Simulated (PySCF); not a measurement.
Boron: a sound run and one with changed settings

Sound run: B⁺ [He] 2s2, B²⁺ [He] 2s1. Computed with PySCF 2.14 in cc-pVDZ-DK, with scalar relativity by spin-free X2C-1e. The sound run starts from symmetry-adapted Hartree-Fock orbitals and uses a fine grid where one is needed.

Changed run: radial step 0.8 in ln r (0.13 in the sound run). This setting is unsound on purpose.

| species | method | sound run (hartree) | changed run (hartree) | converged |
| --- | --- | --- | --- | --- |
| B⁺ | UHF | -24.24139 | -24.24139 | yes |
| B⁺ | TPSS | -24.34969 | -24.34401 | yes |
| B⁺ | BP86 | -24.33228 | -24.34060 | yes |
| B²⁺ | UHF | -23.37800 | -23.37800 | yes |
| B²⁺ | TPSS | -23.44180 | -23.43561 | yes |
| B²⁺ | BP86 | -23.42322 | -23.42479 | yes |

Ionisation energy of B⁺:

| method | sound run (eV) | changed run (eV) |
| --- | --- | --- |
| UHF | 23.494 | 23.494 |
| TPSS | 24.705 | 24.719 |
| BP86 | 24.737 | 24.920 |

A coarse radial grid mis-integrates the density and the exchange-correlation energy, with errors of either sign; Hartree-Fock needs no grid.

For comparison, NIST gives 25.155 eV between the lowest levels.
